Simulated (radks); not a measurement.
The mean radii <r> (bohr) of the occupied orbitals of an atom or ion are listed with their occupations. Calculated with a radial shooting solver on a logarithmic mesh with Libxc functionals: non-relativistic Kohn-Sham, LB94 model potential, spin-polarised, spherical densities, point nucleus.

orbital  occ.      <r>
1s down     1  0.02974
1s up       1  0.02975
2s up       1   0.1253
2s down     1   0.1254
2p up       3   0.1063
2p down     2   0.1063

Name the element and its charge. Open shells, if any, are filled with parallel spins first.

Answer. Z = 51, antimony, charge +42: Sb42+ in [He] 2s2 2p5. The 1s radius gives Z: for a bare nucleus <r> = 1.5/Z, 0.02941 bohr for Z = 51, and screening makes it slightly larger (0.02974 here). The occupations add up to 9, and the charge is Z minus that.
